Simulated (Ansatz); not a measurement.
Species: C5H5S, charge -1, multiplicity 1. It need not be the lowest isomer of its formula. Whether it binds its extra electron was not tested at this geometry. 
Geometry from a B3LYP-D3(BJ)/def2-TZVP (Ansatz, a quantum-chemistry and plane-wave program) optimisation:
SMILES: [c-]1csc(C)c1
```xyz
11

C     -2.2360    -0.1291    -0.0085
C     -0.7445    -0.1744     0.1171
C      0.0008    -1.0054     0.9173
C      1.4391    -0.8796     0.8837
C      1.7343     0.1056     0.0016
S      0.2865     0.8806    -0.7871
H     -2.6536     0.8452     0.2713
H     -2.6789    -0.8806     0.6521
H     -2.5803    -0.3398    -1.0277
H     -0.5190    -1.7288     1.5478
H      2.6864     0.5133    -0.3166
```
Charge -1, spin multiplicity 1.

Basis-set convergence of Hartree-Fock and CCSD correlation energies (hartree) with Ansatz. Valence correlation only, unless marked. Spin-orbit coupling is left out. No relativistic terms. This anion needs diffuse functions, which these sets lack.

The Hartree-Fock reference is unstable (checked in the largest basis), which strains HF and MP2. 

```json
[
 {"basis": "cc-pV(D+d)Z", "functions": "118", "E(HF)": "-589.70459", "E(corr, CCSD)": "-0.85579"},
 {"basis": "cc-pV(T+d)Z", "functions": "259", "E(HF)": "(withheld)", "E(corr, CCSD)": "(withheld)"}
]
```

Problem. Some entries are withheld; supply them.

Solution. 
- cc-pV(T+d)Z, E(HF): -589.77395
- cc-pV(T+d)Z, E(corr, CCSD): -1.02854
